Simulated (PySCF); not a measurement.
## Radial density of Ge²⁺ (germanium, charge +2)

PBE, [Ar] 3d10 4s2, closed-shell 1S. All numbers are calculated (PySCF 2.14, no relativity, point nucleus, in def2-SVP (5s4p3d, 32 functions)).

```tsv
r (bohr)	4πr²ρ (e/bohr)
0.000879	0.2024
0.00148	0.5593
0.00249	1.494
0.00418	3.772
0.00703	8.919
0.0118	18.56
0.0199	31.63
0.0335	38.92
0.0563	33.20
0.0947	35.21
0.159	45.25
0.268	26.26
0.451	27.29
0.758	19.79
1.28	4.269
2.14	1.265
3.61	0.1104
6.07	8.971e-05
```
